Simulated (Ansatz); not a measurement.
Basis-set series for Cl₂H₃N₂Nb (`[NH]=[Nb]([NH2])([Cl])[Cl]`). Total charge 0; spin multiplicity 1. Nb takes the def2 core potential. Geometry: relaxed with PBE0-D4/def2-TZVP. It is one conformer, not always the lowest.

```json
{"functional": "PBE0-D4", "basis": "def2-TZVPP", "functions": "244", "energy (Eh)": "-1088.54870", "HOMO (eV)": "-8.28", "LUMO (eV)": "-1.96"}
{"functional": "PBE0-D4", "basis": "def2-QZVPP", "functions": "425", "energy (Eh)": "-1088.58560", "HOMO (eV)": "-8.30", "LUMO (eV)": "-2.00"}
{"functional": "ωB97M-V", "basis": "def2-TZVPP", "functions": "244", "energy (Eh)": "-1088.80336", "HOMO (eV)": "-10.51", "LUMO (eV)": "0.10"}
{"functional": "ωB97M-V", "basis": "def2-QZVPP", "functions": "425", "energy (Eh)": "-1088.83865", "HOMO (eV)": "-10.54", "LUMO (eV)": "0.05"}
```

**Question.** Give the rows for def2-SVP. (Estimate.)

**Answer.** Ansatz gave: 
| functional | basis | functions | energy (Eh) | HOMO (eV) | LUMO (eV) |
| --- | --- | --- | --- | --- | --- |
| PBE0-D4 | def2-SVP | 110 | -1088.08567 | -8.20 | -1.80 |
| ωB97M-V | def2-SVP | 110 | -1088.33986 | -10.39 | 0.32 |

Positive LUMOs are unbound and depend on the basis.
